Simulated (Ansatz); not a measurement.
Ansatz (a quantum-chemistry and plane-wave program) input (B3LYP/3-21G): The .json file is the Basis Set Exchange's 3-21G.

Ansatz 0.2 input:
```yaml
crystal:
  periodic: [false, false, false]
  atoms:
    - {symbol: Cs, position_ang: [-0.00000000, -0.00000000, -2.36930400]}
    - {symbol: Cs, position_ang: [0.00000000, 0.00000000, 2.36930400]}
basis:
  gaussian:
    orbitals: 3-21G.json
hamiltonian:
  xc: {name: B3LYP}
output: {forces: true}
```

Output:

```
Functional definition: B3LYP
integrals: 0.03 GiB planned
687 factors; integrals over basis functions are off by at most 8.0e-4 eV
mean field: 0.40 GiB planned
mean field evaluation 1: about -409983.7348 eV, gradient 9.6e0 eV
mean field evaluation 2: about -409983.7507 eV, gradient 1.2e0 eV
mean field evaluation 4: about -409983.7574 eV, gradient 9.0e-3 eV
mean field evaluation 8: about -409983.7536 eV, gradient 2.5e-4 eV
mean field -409983.75364036 eV, -15066.6250493139 hartree, gradient 3.1e-5 eV, S^2 0.000000; 0 other end points of the search recorded, 0 dependent functions left out
the calculation of the forces begins
reference -409983.75380512 eV, -15066.6250553687 hartree; 55, 55 occupied and 19, 19 virtual orbitals, 687 factors
Total energy: -409983.75380512 eV, -15066.6250553687 hartree
Atom 0 at    -0.000000    -0.000000    -2.369304 Å, force    -0.000000    -0.000000    -0.048998 eV/Å
Atom 1 at     0.000000     0.000000     2.369304 Å, force     0.000000    -0.000000     0.048998 eV/Å
Dipole moment:     0.000000    -0.000000    -0.000002 e Å
```

The geometry given is a B3LYP-D3(BJ)/def2-TZVP minimum.
